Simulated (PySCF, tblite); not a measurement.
Write a Z-matrix for `C=Cc1ccsc1S(=O)(=O)Cl` as optimised with GFN2-xTB.

Z-matrix in Å and degrees, rows numbered from 1:
```
C 
C   1  1.3290
C   2  1.4477  1  124.56
C   3  1.4226  2  127.31  1     8.92
C   4  1.3580  3  113.00  2  -179.51
S   5  1.7210  4  112.94  3    -0.06
C   3  1.3734  2  122.84  1  -171.55
S   7  1.7438  3  129.14  2     4.54
O   8  1.4259  7  112.24  3   -36.68
O   8  1.4248  7  109.01  3  -171.62
Cl  8  2.0397  7  101.10  3    76.10
H   1  1.0766  2  122.49  3     0.55
H   1  1.0755  2  121.12  3   179.88
H   2  1.0804  1  120.67  3  -179.80
H   4  1.0740  3  123.59  2     0.93
H   5  1.0723  4  127.37  3  -179.94
```

The 3 C–S bonds span 1.710 Å (S6–C7, aromatic) to 1.744 Å (C7–S8, drawn single), a spread of 0.034 Å. The 5 C–C bonds span 1.329 Å (C1=C2, drawn double) to 1.448 Å (C2–C3, drawn single), a spread of 0.119 Å. S8 (sulfonyl sulfur) is distorted tetrahedral (angles from 101.1° to 119.7°). Of the pairs four or more bonds apart, O9···H14 is among the closest relative to their van der Waals radii: 2.28 Å, 84 % of the sum of Bondi's values.

Structure optimised with GFN2-xTB, isolated species.

Point group: C1 (no symmetry element, even within 0.4 Å). Its GFN2-xTB frequencies are all real (lowest 24 cm⁻¹). One conformer, not necessarily the lowest (C1–C2–C3–C4 9°, S6–C7–S8–O9 149°).

These are computed values.
